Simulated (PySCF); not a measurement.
# Computed data sheet: `C#C[Si@@H]([SiH2]C)[C@@H]1C[C@@H]1C`

Compound: C7H14Si2.
Structure used (GFN2-xTB), in Å, numbered top down from 1:
```xyz
23
C7H14Si2 angstrom
C      2.257    2.403   -1.630
C      1.480    1.522   -1.376
Si     0.329    0.131   -0.936
Si     1.397   -1.330    0.522
C      3.034   -0.586    1.127
C     -1.217    1.011   -0.285
C     -1.686    0.850    1.137
C     -2.491    0.270    0.020
C     -2.587   -1.224   -0.157
H      2.928    3.181   -1.861
H     -0.029   -0.483   -2.233
H      1.690   -2.613   -0.137
H      0.607   -1.687    1.714
H      3.569   -1.269    1.780
H      2.867    0.336    1.678
H      3.684   -0.348    0.289
H     -1.361    2.005   -0.697
H     -2.064    1.717    1.659
H     -1.148    0.166    1.778
H     -3.414    0.784   -0.230
H     -1.687   -1.719    0.202
H     -2.723   -1.477   -1.207
H     -3.439   -1.615    0.399
```

Among its groups: alkyne, Si–H bond, C–Si bond and cyclopropane ring.

From GFN2-xTB geometry:

- Point group of the GFN2-xTB geometry: C1
- Rotational constants A, B, C of the GFN2-xTB geometry: 1.382, 0.810, 0.606 GHz

**PBE0/pcSseg-1 ground state and GIAO shieldings, non-relativistic (PySCF)**

* Dipole moment: 0.75 D
* HOMO energy: -7.60 eV
* LUMO energy: -0.30 eV
* HOMO–LUMO gap: 7.30 eV
* Lowest Hirshfeld atomic charge: -0.21 e on C5
* Highest Hirshfeld atomic charge: +0.29 e on Si3
* 13C chemical shifts (computed TMS as zero) by class: 105.7 (C1), 88.3 (C2), 20.0 (C9), 12.8 (C8), 12.5 (C7), 4.0 (C6), -9.2 (C5) ppm
* 1H chemical shifts (computed TMS as zero) by class: 4.84 (H11), 3.75 (H13), 3.74 (H12), 2.04 (H10), 1.00 (H21/H22/H23), 0.99 (H20), 0.89 (H18), 0.33 (H14/H15/H16), 0.25 (H17), 0.15 (H19) ppm
* Isotropic shieldings of nuclei other than C and H, by class: 412 (Si3), 434 (Si4) ppm
* Mayer bond orders between heavy atoms: C1–C2 2.56, C2–Si3 0.91, Si3–Si4 0.89, Si4–C5 0.97, Si3–C6 0.84, C6–C7 0.95, C7–C8 0.95, C8–C9 1.05, C8–C6 0.92

Monoisotopic mass (most abundant isotopes): 154.0634 u.

The rotational constants make it an asymmetric top with κ = (2B − A − C)/(A − C) = -0.47, nearer the prolate limit (−1). With B = h/(8π²I), that is 505.379 GHz u Å² over I, the principal moments of inertia are 365.7, 623.7 and 833.7 u Å² (most abundant isotopes). A dipole of 0.75 D is allowed in C1, and pure rotational transitions are dipole-allowed. In atomic units the dipole is 0.30 e·bohr (1 au = 2.5417 D).

One conformer (not necessarily the lowest) at the GFN2-xTB geometry, without solvent or vibrations. GFN2-xTB frequencies show an imaginary mode (21i cm⁻¹), so this geometry is no minimum at that level. NMR classes are plain means over equivalent atoms (diastereotopic ones count apart unless rotation or inversion swaps them), as if these changed places fast; in this geometry the members of some classes differ.
